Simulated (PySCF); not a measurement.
## Nuclear quadrupole coupling in `CS[Si@@H](Cl)CCC[SiH3]`

Species: C4H13ClSSi2.
Geometry (GFN2-xTB, Å), atoms numbered from 1 in this order:
```
atom  x, y, z in Å
C1     4.675    0.067    0.077
S2     3.258   -1.029   -0.244
Si3    1.674    0.190    0.549
Cl4    1.789    2.060   -0.220
C5     0.029   -0.625    0.096
C6    -1.171    0.112    0.690
C7    -2.490   -0.558    0.322
Si8   -4.006    0.312    1.072
H9     4.515    1.019   -0.417
H10    4.792    0.206    1.147
H11    5.551   -0.425   -0.333
H12    1.888    0.309    1.990
H13    0.024   -1.658    0.446
H14   -0.081   -0.667   -0.991
H15   -1.069    0.147    1.777
H16   -1.175    1.144    0.332
H17   -2.460   -1.599    0.654
H18   -2.580   -0.586   -0.767
H19   -3.878    0.333    2.531
H20   -4.081    1.686    0.571
H21   -5.213   -0.422    0.693
```

Field gradients from the PBE0/pcSseg-1 density (PySCF, non-relativistic), principal values in atomic units, ordered |Vxx| ≤ |Vyy| ≤ |Vzz|:

```csv
atom,Vxx,Vyy,Vzz
S2,0.1991,2.0782,-2.2773
Cl4,-0.9090,-1.1104,2.0195
```

Problem. Find the asymmetry η = (Vxx − Vyy)/Vzz and the couplings χ = eQV/h (234.96 MHz × Q in barn × V in au), with Q(33S) = −0.0678 b, Q(35Cl) = −0.0817 b.

Solution. 
```csv
atom,environment,nucleus,η,χzz (MHz),χxx (MHz),χyy (MHz)
S2,sulfur bonded to C and Si,33S,0.83,36.28,-3.17,-33.11
Cl4,silicon-bound chlorine,35Cl,0.10,-38.77,17.45,21.32
```

Problem. What is Vzz at Cl4 in SI units (1 au = 9.71736 × 10²¹ V/m²)?

Solution. 2.0195 au = 19.624 × 10²¹ V/m².

Problem. What couplings would deuterons (Q(2H) = 0.00286 b) have in place of the hydrogens, at this geometry?

Solution. 
| atom | bonded to | bond length (Å) | Vzz (au) | η | χzz (kHz) |
| --- | --- | --- | --- | --- | --- |
| H9 | C1 | 1.085 | 0.3118 | 0.04 | 209 |
| H10 | C1 | 1.085 | 0.3153 | 0.04 | 212 |
| H11 | C1 | 1.084 | 0.3183 | 0.05 | 214 |
| H12 | Si3 | 1.461 | 0.1618 | 0.02 | 109 |
| H13 | C5 | 1.091 | 0.3102 | 0.02 | 208 |
| H14 | C5 | 1.093 | 0.3062 | 0.02 | 206 |
| H15 | C6 | 1.092 | 0.3009 | 0.04 | 202 |
| H16 | C6 | 1.092 | 0.2991 | 0.04 | 201 |
| H17 | C7 | 1.092 | 0.3089 | 0.03 | 208 |
| H18 | C7 | 1.092 | 0.3091 | 0.03 | 208 |
| H19 | Si8 | 1.465 | 0.1623 | 0.01 | 109 |
| H20 | Si8 | 1.464 | 0.1627 | 0.01 | 109 |
| H21 | Si8 | 1.463 | 0.1633 | 0.00 | 110 |

The structure is a single GFN2-xTB conformer in the gas phase; no vibrational or solvent corrections. GFN2-xTB bond lengths can be off by several hundredths of an ångström, more for odd bonds, and the gradients follow them. The small basis limits the accuracy of the gradients.
